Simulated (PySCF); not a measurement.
**Spin states of IF**

Unrestricted PBE0; I cc-pVDZ-PP with ECP28, F cc-pVDZ; scalar-relativistic core potentials (PySCF 2.14). Outer shells of the fragments: I 4d10 5s2 5p5; F 2s2 2p5.

Followed along the bond (rough minima from three points):

```json
{"2Ms+1": "1", "unpaired": "none", "⟨S²⟩ at the start": "0.00", "R at minimum (Å)": "1.96", "Te (eV)": "0.00"}
{"2Ms+1": "3", "unpaired": "σ ↑, π ↑", "⟨S²⟩ at the start": "2.00", "R at minimum (Å)": "none in the scan", "Te (eV)": "≤ 1.64"}
```

Solutions found at the starting distance of 1.925 Å, counted from the lowest of them; the search is not exhaustive and high or unbound solutions are not listed, so other states can lie among these:

```
2Ms+1  unpaired   term  E (eV)  ⟨S²⟩  ⟨Lz²⟩  μ (D)
    1      none    ¹Σ⁺    0.00  0.00   0.00  -2.15
    3  σ ↑, π ↑     ³Π    2.08  2.00   1.00  -2.00
    1  σ ↑, π ↓  mixed    2.40  1.00   1.00  -1.95
    3      π ↑↑    ³Σ⁻    5.31  2.00   0.00  -1.56
    1      π ↑↓  mixed    5.61  1.01   2.01  -1.53
    3      σ ↑↑    ³Σ⁺    6.33  2.00   0.00   0.72
    1      none  mixed    6.55  0.00   2.00  -1.41
```

A term symbol is given only where ⟨S²⟩ and ⟨Lz²⟩ are close to those of a pure state; real π, δ and φ orbitals otherwise mix terms. A positive dipole means I(−)F(+).

The measured ground state is X ¹Σ+ (Huber and Herzberg, Constants of Diatomic Molecules (1979)).

Spin–orbit coupling is left out. Counting both spins, an empty level lies below a filled one in some of these solutions, because spin and occupation are held.
